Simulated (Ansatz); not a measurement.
A made-up structure of CH$_{2}$SZn, closed shell:

S1  (0.650, 0.926, 0.046)
C2  (-0.339, -0.736, 0.224)
Zn3  (-1.340, -0.947, -1.034)
H4  (-0.319, -1.503, 1.002)
H5  (1.269, 2.110, -0.206)
(Å)

It is relaxed with PBE-D4/def2-SVP and then PBE0-D4/def2-TZVP (Ansatz 0.2.0). Atoms count as bonded within 1.22 times the sum of their covalent radii (H–H: 0.88 Å). The end point is not checked to be a true minimum.

Does its bonding change? (Judge from chemistry; the calculation decides.)

By the calculation: No: no bond forms or breaks.

Where it ends: The first stage lowers the energy by 4.70 eV in 12 steps. It ends as CH₂SZn ([SH][CH][Zn]):
```
5
angstrom
S 0.9116 0.7230 -0.5242
C 0.1316 -0.6959 -0.0760
Zn -1.8006 -1.0878 -0.8813
H -0.1260 -0.6788 0.9921
H 0.8051 1.5895 0.5213
```

Labels in which every atom is bracketed show which atoms are joined, not bond orders.

For scale, one of the runs: PBE0-D4/def2-TZVP relaxation, 128 basis functions, launched by `ansatz run in.yaml --threads 2 --pin off --events-out ev --progress --plain --max-ram 4352MiB`. Hardware: 2 CPU threads of an Arm Neoverse V1, shared host. Wall time about 18 s.
